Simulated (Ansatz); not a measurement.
K2Na2, relaxed as a singlet with RKS PBE/def2-TZVP in Ansatz, starting from the GFN2-xTB geometry. Force threshold 0.02 eV/Å.

The structure comes from a short search, and lower isomers may exist.

Start:

Cartesian coordinates in Å:
```
Na -1.5692 2.9114 1.5652
Na -1.8681 2.5627 -1.1267
K 2.6239 -4.2130 -0.3731
K 0.8134 -1.2611 -0.0654
```

Problem. Estimate the energy that the relaxation releases and the steps that it takes.

Solution. 9.6 kcal/mol, in 22 steps; 22 s on 4 threads of Arm Neoverse V2 on a shared host. The force fell under the threshold at step 6, but the optimiser went on and released 0.170 eV more. No frequencies were taken in this run, so the end may be a saddle point.

Problem. Does the start keep its bonding and symmetry?

Solution. Bonds formed: Na1–K4, Na2–K3, Na2–K4 (atoms count from 1). Point group Cs at the start, Cs at the end, both within 0.05 Å.

Problem. Predict the relaxed structure.

Solution. 
```xyz
4

Na   -1.608    2.840    1.103
Na   -0.593    0.542   -1.271
K     1.530   -2.900   -1.706
K     0.671   -0.482    1.874
```
Bond lengths (bridged metal pairs left out): 3 × K–Na 3.54 to 4.10 Å; 1 × Na–Na 3.46 Å; 1 × K–K 4.40 Å.
